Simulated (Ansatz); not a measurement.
Consider the ligand exchange at the Si–N bond: `O[SiH](O)N[SiH](Cl)Cl` + HI → `Cl[SiH](Cl)I` + `N[SiH](O)O`.

Isolated molecules relaxed with PBE0-D4/def2-TZVP in Ansatz; ΔE leaves out vibrations. CCSD(T)/CBS adds triple-zeta CCSD(T) − MP2 to the extrapolated MP2 energy (def2 sets, frozen cores). This one scheme is used for every species. DFT in def2-TZVPP. B3LYP here is the variant with VWN-RPA as its local correlation; programs differ in this. Elements past krypton have def2 core potentials. For I outer-core shells are correlated without core-valence functions, which leaves a few kJ/mol of doubt a bond. Each species was taken in one conformer, which may not be the lowest.

```
             level  ΔE (kcal/mol)  difference from CCSD(T)/CBS
            PBE-D4           -2.6                         -1.5
         r2SCAN-D4           -0.6                          0.5
           PBE0-D4           -1.7                         -0.6
          B3LYP-D4            0.3                          1.4
           ωB97X-V            0.2                          1.3
           ωB97M-V            0.3                          1.4
            B2PLYP           -0.7                          0.4
               PBE           -3.8                         -2.7
            r2SCAN           -1.1                          0.0
              PBE0           -2.7                         -1.6
             B3LYP           -1.3                         -0.2
     HF/def2-TZVPP            1.2                          2.3
    MP2/def2-TZVPP           -0.8                          0.3
SCS-MP2/def2-TZVPP            0.1                          1.2
   CCSD/def2-TZVPP            1.6                          2.7
CCSD(T)/def2-TZVPP            1.3                          2.4
     HF/def2-QZVPP            1.3                          2.4
    MP2/def2-QZVPP           -2.2                         -1.1
SCS-MP2/def2-QZVPP           -1.2                         -0.1
      HF/CBS(def2)            1.3                          2.4
     MP2/CBS(def2)           -3.3                         -2.2
    CCSD/CBS(def2)           -0.9                          0.2
       CCSD(T)/CBS           -1.1                            0
```

Largest T1 diagnostic among the species: 0.011.

From PBE to PBE0 (25 % exact exchange), in def2-TZVPP and without D4, ΔE moves by +1.0 kcal/mol. The D4 term adds +1.6 kcal/mol with B3LYP and +1.0 kcal/mol with PBE0; it sums over pairs of atoms, weighted by their polarisabilities, and B3LYP, whose exchange is more repulsive, gets the larger term.
